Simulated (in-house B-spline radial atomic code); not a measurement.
Whole-atom quantities along the 8-electron series, configuration [He] 2s2 2p4. Computed with a radial B-spline atomic code at the basis-set limit: non-relativistic Hartree-Fock, average of the configuration, point nuclei.

This level leaves out relativity, spin-orbit splitting included, which matters for heavy ions.

```csv
ion,Z,E/Z² (Eh),Σ<r²> (bohr²),n(0)/Z³ (bohr⁻³),Lamb diamagnetic shielding (ppm),repulsion over attraction
Se26+,34,-1.5899,0.22198,0.68528,2011.57,0.045989
Br27+,35,-1.5943,0.20819,0.68611,2073.7,0.044726
Kr28+,36,?,?,?,?,?
Rb29+,37,?,?,?,?,?
Sr30+,38,-1.6061,0.17375,0.68837,2260.09,0.041319
Zr32+,40,-1.6131,0.15533,0.68969,2384.34,0.039321
Nb33+,41,?,?,?,?,?
Mo34+,42,-1.6193,0.1397,0.6909,2508.6,0.037506
Tc35+,43,-1.6223,0.13275,0.69146,2570.73,0.03666
Ru36+,44,-1.6251,0.12631,0.692,2632.86,0.035852
Rh37+,45,-1.6278,0.12033,0.69251,2694.98,0.035078
Pd38+,46,-1.6304,0.11476,0.693,2757.11,0.034336
Ag39+,47,-1.6328,0.10957,0.69348,2819.24,0.033626
Cd40+,48,-1.6352,0.10473,0.69393,2881.37,0.032944
In41+,49,-1.6375,0.1002,0.69437,2943.49,0.032289
Sn42+,50,-1.6397,0.095957,0.69479,3005.62,0.031659
Sb43+,51,-1.6418,0.091978,0.69519,3067.75,0.031054
```

Fill in the row of Kr28+.

E/Z² (Eh): -1.5984; Σ<r²> (bohr²): 0.19565; n(0)/Z³ (bohr⁻³): 0.6869; Lamb diamagnetic shielding (ppm): 2135.83; repulsion over attraction: 0.043529.

Fill in the row of Rb29+.

E/Z² (Eh): -1.6024; Σ<r²> (bohr²): 0.18421; n(0)/Z³ (bohr⁻³): 0.68765; Lamb diamagnetic shielding (ppm): 2197.96; repulsion over attraction: 0.042395.

Fill in the row of Nb33+.

E/Z² (Eh): -1.6163; Σ<r²> (bohr²): 0.1472; n(0)/Z³ (bohr⁻³): 0.69031; Lamb diamagnetic shielding (ppm): 2446.47; repulsion over attraction: 0.038392.

With what power of Z does the column «Σ<r²> (bohr²)» change over this range?

A fit of the logarithm of its size against log Z from Z = 34 to 51 has slope -2.17. Unscreened non-relativistic hydrogenic orbitals would give -2.
